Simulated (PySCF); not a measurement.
Mo(S)2(SH)2 (H2MoS4), SMILES [S]=[Mo](=[S])([SH])[SH], multiplicity 1. Geometry optimised at B3LYP-D3(BJ)/def2-SVP. The multiplicity is an assumed one; no other spin state was optimised. The structure was generated by enumeration; whether it is a known compound was not checked. The def2 effective core potentials stand for the cores of Mo; spin–orbit coupling is left out. Other conformers were not sampled.

Computed equilibrium geometry at B3LYP-D3(BJ)/def2-SVP (PySCF confirms it by a frequency run) as bond lengths and angles, and its point group (one conformer of several):
point group C2.
Atoms: Mo1 S2 S3 S4 H5 S6 H7. Bonds (Å): Mo1–S2 2.110, Mo1–S3 2.110, Mo1–S4 2.327, Mo1–S6 2.327, S4–H5 1.358, S6–H7 1.358. Angles (°): S2–Mo1–S3 112.6, S2–Mo1–S4 105.0, S2–Mo1–S6 111.1, S3–Mo1–S4 111.1, S3–Mo1–S6 105.0, S4–Mo1–S6 112.3, Mo1–S4–H5 95.1, Mo1–S6–H7 95.1.
